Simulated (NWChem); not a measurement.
Species: AuNH$_{3}$F; SMILES [NH3]->[Au][F]

All runs: NWChem. Medium grid unless said otherwise, to which SCAN and Minnesota functionals are sensitive. The geometry was optimised at PBE0/def2-SVP. def2 effective core potentials on Au; no spin-orbit coupling. Hybrids' shares of exact exchange are those that their runs print; pure functionals count as 0. The functionals differ in more than this share.

```csv
row,share of exact exchange,orbital gap (eV)
B3LYP/def2-SVP,0.20,6.15
B97-2/def2-SVP,0.21,6.48
M06/def2-SVP,0.27,6.60
BHandHLYP/def2-SVP,0.50,withheld
M06-2X/def2-SVP,0.54,8.80
```

### Question
Fit a straight line of the last column on the one before it, predict the withheld value, and compare with the run.

### Answer

1. Means of the 4 shown rows: x = 0.305, y = 7.008. Slope Σ(x − x̄)(y − ȳ)/Σ(x − x̄)² = 0.5757/0.07650 = 7.525; intercept 4.712.
2. The shown rows scatter about the line by 0.123 (root mean square); the largest residual is +0.19, at B97-2/def2-SVP.
3. At x = 0.50 (BHandHLYP/def2-SVP; inside the shown range) the line gives 8.47.
4. The run gives 8.53, +0.06 from the line, 0.5 times the scatter.
